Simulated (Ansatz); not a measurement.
CH4AlFS can be A, `C[S][AlH][F]`, or B, `[CH3][Al]([F])[SH]`.

Program: Ansatz. Geometries: PBE0-D4/def2-TZVP. ΔE: electronic, gas phase. CBS: MP2 limit from def2 TZ/QZ plus the TZ coupled-cluster correction, frozen cores. This one scheme is used for every species. Functionals use def2-TZVPP. B3LYP here is the variant with VWN-RPA as its local correlation; programs differ in this. One conformer a species, not always the lowest.

Task: Which is lower in electronic energy at CCSD(T)/CBS, and by how much? (Estimate.)

Result: Ansatz gave: B, by 16.7 kcal/mol.

Task: Give E(B) − E(A) in kcal/mol with CCSD(T)/def2-SVP, CCSD(T)/def2-TZVPP, ωB97M-V, PBE0-D4, B3LYP-D4, CCSD/def2-TZVPP, r2SCAN-D4. (An estimate is asked.)

Result: Ansatz gave: CCSD(T)/def2-SVP -16.5, CCSD(T)/def2-TZVPP -17.0, ωB97M-V -17.0, PBE0-D4 -16.4, B3LYP-D4 -16.3, CCSD/def2-TZVPP -17.1, r2SCAN-D4 -17.4. None reverses the order clearly.

Task: Does the order hold for the free energy at 298.15 K (harmonic terms from PBE0-D4)? (Best estimate.)

Result: Computed: Yes: G(B) − G(A) = -18.0 kcal/mol, for one conformer each. Modes under 60 cm⁻¹, often nearly free rotors, make the harmonic entropy too high.

Largest T1 diagnostic: 0.012.

In def2-TZVPP, CCSD(T) changes the Hartree–Fock value by −1.2 kcal/mol (the triples alone add +0.2 kcal/mol) and MP2 by −1.3 kcal/mol. Leaving LDA and LC-ωPBE aside and taking each functional with its dispersion term where it has one, the values, not all of them listed here, spread over 2.2 kcal/mol, from r2SCANh-D4 to revPBE-D4.
